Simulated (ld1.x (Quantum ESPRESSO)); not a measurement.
**u(r) = r·R(r): atom against pseudo-atom (bromine)**

Columns: radius, all-electron u(r) and pseudo u(r) of the 4s shell (level -20.34 eV) of bromine in the configuration [Ar] 3d10 4s1.75 4p5.25; PBEsol, scalar-relativistic, RRKJ scheme, ld1.x (Quantum ESPRESSO) 7.5.

```tsv
r (bohr)	all-electron	pseudo
0.072	-0.1075	-0.0197
0.145	-0.2554	-0.0406
0.217	-0.0282	-0.0631
0.290	0.2439	-0.0891
0.362	0.4002	-0.1189
0.435	0.4251	-0.1547
0.507	0.3491	-0.1966
0.580	0.2105	-0.2469
0.652	0.0456	-0.3048
0.725	-0.1268	-0.3717
0.798	-0.2896	-0.4457
0.870	-0.4327	-0.5230
0.942	-0.5547	-0.6008
1.015	-0.6557	-0.6756
1.088	-0.7349	-0.7418
1.160	-0.7930	-0.7948
1.232	-0.8336	-0.8339
1.305	-0.8589	-0.8589
1.378	-0.8706	-0.8706
1.450	-0.8710	-0.8710
1.522	-0.8622	-0.8622
1.595	-0.8457	-0.8457
1.668	-0.8232	-0.8232
1.740	-0.7965	-0.7965
1.812	-0.7666	-0.7666
1.885	-0.7338	-0.7338
```

Q: How many radial nodes do the two functions have?

A: The all-electron 4s function has n − l − 1 = 3 (the table is too coarse to show those close to the nucleus); the pseudo-wave has 0, since the states of the same l below it are removed with the core.

Q: At about which radius was the pseudo-wave matched?

A: 1.40 bohr. The columns agree to 0.0005 from 1.23 bohr on; several derivatives are matched, so the curves merge somewhat inside the radius.

Q: Is the pseudo-wave norm-conserving?

A: Yes: the RRKJ scheme keeps the norm inside the radius equal to the all-electron one, which fixes the energy derivative of the logarithmic derivative at the level.
